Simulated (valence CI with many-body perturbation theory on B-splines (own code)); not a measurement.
## E1 transitions of Xe⁴⁶⁺

Level of theory: relativistic CI+MBPT: six valence electrons over a frozen Dirac-Fock core [He], radial functions for each j: 9 s, 9 p, 8 d, 6 f, 3 g, 1 h, with the one-electron correlation potential Σ1, the two-electron term Σ2, the three-electron term Σ3, Breit, model QED; selected CI, second order for the rest, scaled by the run's own slope (own B-spline code, finite nucleus).

No measured spectrum was set against this ion. As an estimate, large intervals hold to a few tenths of a per cent, small ones and those within an open d or f shell to about a per cent. Among the levels kept, up to 2500 cm⁻¹ of a level comes from second order outside the variational space, and about a tenth of that is noise between levels of different J, which matters for small intervals.

Lines 201 to 248 of 248 in falling wavelength, among levels below 41066 × 10³ cm⁻¹, chosen from the strongest by gf and those to the six lowest levels. Wavelengths and rates use the calculated energies. Electric multipoles are in the length gauge with retardation, E1 and E2 with the static RPA response of the core. Weak lines are less certain than strong ones. Lines between different terms over intervals too small for the method are left out, as are lines whose strength nearly cancels. The highest levels of a list are the least certain.

Levels are named by their leading jj configuration (3d3/2^4 stands for four electrons in 3d with j = 3/2), which in mixed levels can hold well under half, so a name can repeat and another be missing. Letters in brackets count levels of one name in rising energy.

```tsv
λ vac (nm)	Upper	Lower	A (s⁻¹)	log gf	Branch %
0.2638	(2s^2 2p1/2 2p3/2^2 3d3/2) J=1 [a]	(2s^2 2p1/2 2p3/2^3) J=1	6.24e+12	-1.71	12.2
0.2637	(2s^2 2p1/2 2p3/2^2 3d3/2) J=2 [a]	(2s^2 2p1/2 2p3/2^3) J=1	2.02e+12	-1.98	3.9
0.2637	(2s^2 2p1/2 2p3/2^2 3d3/2) J=0	(2s^2 2p1/2 2p3/2^3) J=1	6.68e+13	-1.16	99.9
0.2634	(2s^2 2p1/2 2p3/2^2 3d5/2) J=3	(2s^2 2p1/2 2p3/2^3) J=2	1.39e+13	-0.99	73.3
0.2632	(2s^2 2p1/2^2 2p3/2 3d3/2) J=2	(2s^2 2p1/2^2 2p3/2^2) J=2	1.98e+13	-0.99	98.2
0.2632	(2s^2 2p1/2 2p3/2^2 3d3/2) J=3 [b]	(2s^2 2p1/2 2p3/2^3) J=2	5.18e+11	-2.42	0.1
0.2631	(2s^2 2p1/2 2p3/2^2 3d3/2) J=2 [b]	(2s^2 2p1/2 2p3/2^3) J=2	1.32e+11	-3.16	0.0
0.2629	(2s^2 2p1/2^2 2p3/2 3d3/2) J=3	(2s^2 2p1/2^2 2p3/2^2) J=2	1.36e+10	-4.00	11.5
0.2629	(2s^2 2p1/2 2p3/2^2 3d3/2) J=1 [b]	(2s^2 2p1/2 2p3/2^3) J=2	1.14e+11	-3.45	0.0
0.2628	(2s^2 2p1/2^2 2p3/2 3d3/2) J=1	(2s^2 2p1/2^2 2p3/2^2) J=2	6.98e+13	-0.66	72.8
0.2624	(2s^2 2p1/2 2p3/2^2 3d5/2) J=1	(2s^2 2p1/2 2p3/2^3) J=2	8.57e+13	-0.58	18.7
0.2624	(2s^2 2p1/2^2 2p3/2 3d5/2) J=1	(2s^2 2p1/2^2 2p3/2^2) J=0	3.54e+14	0.04	92.8
0.2623	(2s 2p1/2^2 2p3/2^2 3p1/2) J=2	(2s^2 2p1/2 2p3/2^3) J=2	4.97e+12	-1.59	9.4
0.2622	(2s^2 2p1/2 2p3/2^2 3d3/2) J=2 [b]	(2s^2 2p1/2 2p3/2^3) J=1	6.51e+12	-1.47	1.6
0.2620	(2s^2 2p1/2 2p3/2^2 3d3/2) J=2 [c]	(2s^2 2p1/2 2p3/2^3) J=2	3.17e+13	-0.79	18.6
0.2620	(2s 2p1/2^2 2p3/2^2 3p1/2) J=3	(2s^2 2p1/2 2p3/2^3) J=2	5.32e+11	-2.42	50.6
0.2620	(2s^2 2p1/2 2p3/2^2 3d3/2) J=1 [b]	(2s^2 2p1/2 2p3/2^3) J=1	2.65e+13	-1.09	8.8
0.2617	(2s^2 2p1/2 2p3/2^2 3d5/2) J=2	(2s^2 2p1/2 2p3/2^3) J=2	1.85e+11	-3.02	0.1
0.2615	(2s^2 2p1/2 2p3/2^2 3d5/2) J=1	(2s^2 2p1/2 2p3/2^3) J=1	1.78e+14	-0.26	38.9
0.2614	(2s 2p1/2^2 2p3/2^2 3p1/2) J=2	(2s^2 2p1/2 2p3/2^3) J=1	4.18e+13	-0.67	79.0
0.2613	(2s^2 2p1/2^2 2p3/2 3d5/2) J=2	(2s^2 2p1/2^2 2p3/2^2) J=2	2.64e+14	0.13	100.0
0.2613	(2s^2 2p1/2 2p3/2^2 3s) J=1 [a]	(2s^2 2p1/2^2 2p3/2^2) J=0	2.19e+12	-2.17	3.3
0.2611	(2s^2 2p1/2 2p3/2^2 3d3/2) J=2 [c]	(2s^2 2p1/2 2p3/2^3) J=1	8.20e+13	-0.38	48.0
0.2610	(2s^2 2p1/2 2p3/2^2 3d5/2) J=0	(2s^2 2p1/2 2p3/2^3) J=1	2.19e+14	-0.65	100.0
0.2608	(2s^2 2p1/2 2p3/2^2 3d5/2) J=2	(2s^2 2p1/2 2p3/2^3) J=1	3.10e+14	0.20	98.1
0.2607	(2s^2 2p1/2^2 2p3/2 3d5/2) J=3	(2s^2 2p1/2^2 2p3/2^2) J=2	5.74e+14	0.61	100.0
0.2603	(2s^2 2p1/2^2 2p3/2 3d5/2) J=1	(2s^2 2p1/2^2 2p3/2^2) J=2	2.72e+13	-1.08	7.1
0.2596	(2s^2 2p1/2 2p3/2^2 3s) J=2 [a]	(2s^2 2p1/2^2 2p3/2^2) J=2	1.63e+12	-2.08	15.4
0.2592	(2s^2 2p1/2 2p3/2^2 3s) J=1 [a]	(2s^2 2p1/2^2 2p3/2^2) J=2	1.08e+13	-1.49	16.2
0.2587	(2s^2 2p1/2 2p3/2^2 3s) J=1 [b]	(2s^2 2p1/2^2 2p3/2^2) J=0	6.66e+12	-1.70	20.0
0.2585	(2s^2 2p1/2 2p3/2^2 3s) J=3	(2s^2 2p1/2^2 2p3/2^2) J=2	3.46e+11	-2.62	3.9
0.2582	(2s^2 2p1/2 2p3/2^2 3s) J=2 [b]	(2s^2 2p1/2^2 2p3/2^2) J=2	3.55e+12	-1.75	6.1
0.2567	(2s^2 2p1/2 2p3/2^2 3s) J=1 [b]	(2s^2 2p1/2^2 2p3/2^2) J=2	4.78e+11	-2.85	1.4
0.2482	(2s^2 2p1/2 2p3/2^2 3d3/2) J=1 [a]	(2s^2 2p1/2^2 2p3/2^2) J=0	4.93e+12	-1.86	9.6
0.2465	(2s^2 2p1/2 2p3/2^2 3d3/2) J=1 [b]	(2s^2 2p1/2^2 2p3/2^2) J=0	2.51e+11	-3.16	0.1
0.2463	(2s^2 2p1/2 2p3/2^2 3d3/2) J=1 [a]	(2s^2 2p1/2^2 2p3/2^2) J=2	2.64e+13	-1.14	51.7
0.2462	(2s^2 2p1/2 2p3/2^2 3d3/2) J=2 [a]	(2s^2 2p1/2^2 2p3/2^2) J=2	4.55e+13	-0.68	88.1
0.2461	(2s^2 2p1/2 2p3/2^2 3d5/2) J=1	(2s^2 2p1/2^2 2p3/2^2) J=0	2.13e+13	-1.24	4.7
0.2460	(2s^2 2p1/2 2p3/2^2 3d3/2) J=3 [a]	(2s^2 2p1/2^2 2p3/2^2) J=2	1.10e+14	-0.16	97.9
0.2451	(2s^2 2p1/2 2p3/2^2 3d5/2) J=3	(2s^2 2p1/2^2 2p3/2^2) J=2	5.03e+12	-1.50	26.5
0.2449	(2s^2 2p1/2 2p3/2^2 3d3/2) J=3 [b]	(2s^2 2p1/2^2 2p3/2^2) J=2	4.45e+14	0.45	99.9
0.2449	(2s^2 2p1/2 2p3/2^2 3d3/2) J=2 [b]	(2s^2 2p1/2^2 2p3/2^2) J=2	4.06e+14	0.26	98.4
0.2447	(2s^2 2p1/2 2p3/2^2 3d3/2) J=1 [b]	(2s^2 2p1/2^2 2p3/2^2) J=2	2.74e+14	-0.13	91.0
0.2442	(2s^2 2p1/2 2p3/2^2 3d5/2) J=1	(2s^2 2p1/2^2 2p3/2^2) J=2	1.72e+14	-0.33	37.7
0.2442	(2s 2p1/2^2 2p3/2^2 3p1/2) J=2	(2s^2 2p1/2^2 2p3/2^2) J=2	5.90e+12	-1.58	11.1
0.2439	(2s^2 2p1/2 2p3/2^2 3d3/2) J=2 [c]	(2s^2 2p1/2^2 2p3/2^2) J=2	5.68e+13	-0.60	33.3
0.2439	(2s 2p1/2^2 2p3/2^2 3p1/2) J=3	(2s^2 2p1/2^2 2p3/2^2) J=2	9.23e+10	-3.24	8.8
0.2437	(2s^2 2p1/2 2p3/2^2 3d5/2) J=2	(2s^2 2p1/2^2 2p3/2^2) J=2	5.86e+12	-1.58	1.9
```
